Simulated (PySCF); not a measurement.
A structure optimised at B3LYP-D3(BJ)/def2-SVP, used in a PySCF frequency run:

```xyz
11

C     -2.2397     0.5653    -1.2702
C     -1.5316    -0.3920    -0.6549
Si     0.2380    -0.1558    -0.1795
N      0.9388     1.1550    -1.0184
F      0.9889    -1.5789    -0.4387
Cl     0.4856     0.2247     1.8404
H     -1.7939     1.5366    -1.5106
H     -3.2881     0.4234    -1.5553
H     -2.0163    -1.3492    -0.4253
H      1.7223     1.6625    -0.6204
H      0.9468     1.1754    -2.0336
```
Charge 0, spin multiplicity 1.

Question: Write its SMILES and formula.

Answer: C=C[Si](N)(F)Cl, C2H5ClFNSi

Question: What are its rotational constants (standard atomic weights)?

Answer: 2.7705, 1.6918, 1.5241 GHz
